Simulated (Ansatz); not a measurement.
A geometry relaxed with PBE-D3(BJ)/def2-TZVP (Ansatz, an electronic-structure program), charge 0, multiplicity 1:

```xyz
7

H     -1.6700     0.1033     0.7378
H     -0.7052     1.1656    -0.3556
C     -0.8446     0.1444     0.0214
N      2.4561    -0.3118    -0.4750
O      0.3381    -0.2641     0.7798
H     -1.0109    -0.5567    -0.8064
C      1.4364    -0.2807     0.0980
```

### Question
Write the SMILES of this molecule.

### Answer
`COC#N`
